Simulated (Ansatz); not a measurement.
Geometry optimisation, RKS B3LYP-D4/6-31G* (Ansatz 0.2.0).

The input (input.yaml):

```yaml
crystal:
  periodic: [false, false, false]
  atoms:
    - { symbol: Si, position_ang: [0.0, 0.0, 0.0] }
    - { symbol: F, position_ang: [0.0, 0.0, 1.94] }
    - { symbol: Cl, position_ang: [2.0086, 0.0, -0.7093] }
    - { symbol: H, position_ang: [-0.6877, 1.1914, -0.4862] }
    - { symbol: Cl, position_ang: [-1.0032, -1.7381, -0.7093] }
    - { symbol: "N", position_ang: [1.1065, -1.6802, 0.6685] }
    - { symbol: H, position_ang: [0.6674, -2.6449, 0.6516] }
    - { symbol: H, position_ang: [2.0989, -1.5558, 1.0196] }
    - { symbol: H, position_ang: [0.6551, -0.9948, 1.7191] }
basis:
  gaussian: { orbitals: "6-31G*" }
hamiltonian:
  xc: b3lyp
  dispersion: d4
relax:
  f_tol: 0.15
  max_steps: 25
  restrain:
    - { distance: [0, 5], at: 3.02, k: 30.0 }
    - { distance: [8, 1], at: 2.12, k: 30.0 }
    - { distance: [0, 1], at: 1.59, k: 30.0 }
    - { distance: [8, 5], at: 1.06, k: 30.0 }
output:
  orbitals: {}
```

Launched with:

```bash
$ ansatz run input.yaml --threads 2 --pin off --max-ram 3072MiB --backend cpu --events-out ev --progress --plain --runs-dir out
```

Problem. Where does it end, and by what steps?

Solution. The run converged. The restraints hold the end off the free minimum. After 6 steps the energy has fallen by 3.957 eV (the restraints' own energy left out); N6 moved furthest, 0.83 Å. Joined: N6–H9 (1.33 → 1.03 Å).

```tsv
step	energy less start (eV)	largest force component (eV/Å)	accepted
0	0.0000	5.516	yes
1	-1.4110	4.639	yes
2	-2.1910	5.349	yes
3	-3.0174	3.607	yes
4	-3.8080	1.218	yes
5	-3.9343	1.033	yes
6	-3.9566	1.022	yes
```

```xyz
9
Properties=species:S:1:pos:R:3
Si -0.074 0.160 -0.074
F -0.114 0.264 1.520
Cl 1.826 0.338 -0.843
H -0.803 1.336 -0.569
Cl -1.118 -1.464 -0.788
N 1.356 -2.140 1.307
H 0.785 -2.661 0.663
H 2.149 -1.683 0.892
H 0.838 -1.572 1.988
```

The run took 43 s on 2 threads of Arm Neoverse N1, with other jobs on the host, peak memory 0.21 GiB.
